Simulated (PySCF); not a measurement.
CH₂Li₂, SMILES [Li][CH2][Li].

Geometry: r2SCAN-D4/def2-TZVPD.

All values below come from B3LYP/def2-TZVPD (PySCF).

The molecule is in vacuum.

Computed frontier levels, gap, dipole moment and polarisability:
```yaml
highest_occupied_level: -3.24 eV
lowest_empty_level: -1.24 eV
orbital_gap: 2.01 eV
dipole_moment: 5.09 D
quadrupole, principal values (traceless, Buckingham form, about the centre of nuclear charge): -9.01, -5.54, 14.55 D·Å
mean_static_polarisability: 118.9 bohr³ (17.62 Å³)
polarisability_principal_values: 66.9, 76.1, 213.8 bohr³
```
